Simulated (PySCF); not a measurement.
Species, as SMILES: [F][Al]([F])[OH].
Geometry (B3LYP-D3(BJ)/def2-TZVP, fixed):
```xyz
5

Al    -0.0065     0.0132    -0.0079
F     -1.3902    -0.8427    -0.2376
F      0.0720     1.5441    -0.5861
O      1.3237    -0.6222     0.7943
H      1.3595    -1.5063     1.1617
```
Charge 0, spin multiplicity 1.

Basis-set convergence of the mean static polarisability at HF with PySCF. All functions are spherical. Density fitting with generated auxiliary sets. In sets without p functions on hydrogen, species with hydrogen take exact integrals. Species with rotatable bonds are taken in one conformer. No added dispersion term, no relativity. Reference: the value in aug-pcseg-2, 21.27 bohr³, itself unsure by roughly 0.1 % (its distance from aug-cc-pV(T+d)Z). Deviations are taken from unrounded values. Cost is core time over that of def2-SVPD, rough, on shared machines of one kind; a dash marks a row that isn't timed (too short, read off another run, short of memory, by another algorithm or on other hardware).

```csv
basis,functions,mean static polarisability (bohr³),minus reference (%),cost
STO-3G,25,9.47,-55.5,-
3-21G,42,12.15,-42.9,-
6-31G*,62,15.36,-27.8,-
def2-SVP,65,14.58,-31.5,-
pcseg-1,65,14.98,-29.6,-
def2-SVPD,101,20.68,-2.8,1×
"6-311++G(2d,2p)",126,19.22,-9.6,2×
jun-cc-pV(T+d)Z,179,21.05,-1.0,6×
def2-TZVPPD,185,21.32,0.2,8×
```

The smallest set listed that lies within 5 % of the reference with all its larger relatives (same family, alike in diffuse functions; a set with none counts only in the reference's own line) is def2-SVPD (101 functions, 1× in cost, -2.8 % off). (Relatives not listed, tested too: def2-TZVPD 0.0, aug-cc-pV(T+d)Z -0.1, def2-QZVPPD 0.2 %.)
